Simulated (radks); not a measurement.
Species: Au4+. Configuration: [Xe] 4f14 5d7. All-electron calculation, scalar-relativistic Kohn-Sham, PBE, spin-unpolarised, spherical densities, point nucleus. Program: a radial shooting solver on a logarithmic mesh with Libxc functionals.

Unscreened Slater integrals over Kohn-Sham orbitals (hartree).

\begin{tabular}{lr}
integral & value \\ \hline
F0(5d,5d) & 0.65252 \\
F2(5d,5d) & 0.34411 \\
F4(5d,5d) & 0.23013 \\
F0(5d,5p) & 0.73056 \\
F2(5d,5p) & 0.36918 \\
G1(5d,5p) & 0.44757 \\
G3(5d,5p) & 0.27873 \\
F0(5d,4f) & 0.83627 \\
F2(5d,4f) & 0.20274 \\
F4(5d,4f) & 0.095469 \\
G1(5d,4f) & 0.065533 \\
G3(5d,4f) & 0.062746 \\
G5(5d,4f) & 0.050502 \\
F0(5d,5s) & 0.76051 \\
G2(5d,5s) & 0.29731 \\
F0(5p,5p) & 0.85300 \\
F2(5p,5p) & 0.46120 \\
F0(5p,4f) & 1.0494 \\
F2(5p,4f) & 0.32741 \\
G2(5p,4f) & 0.12324 \\
G4(5p,4f) & 0.10485 \\
F0(5p,5s) & 0.90657 \\
G1(5p,5s) & 0.60588 \\
F0(4f,4f) & 1.8372 \\
F2(4f,4f) & 0.91339 \\
F4(4f,4f) & 0.58183 \\
F6(4f,4f) & 0.42119 \\
F0(4f,5s) & 1.1712 \\
G3(4f,5s) & 0.15971 \\
F0(5s,5s) & 0.97540 \\
\end{tabular}

Derived for the open shells (J is the average intra-shell exchange parameter used in DFT+U). 5d: Racah B = F2/49 - 5 F4/441 = 0.004413 hartree, C = 35 F4/441 = 0.01826 hartree, C/B = 4.14, F4/F2 = 0.669, J = (F2 + F4)/14 = 0.04102 hartree.
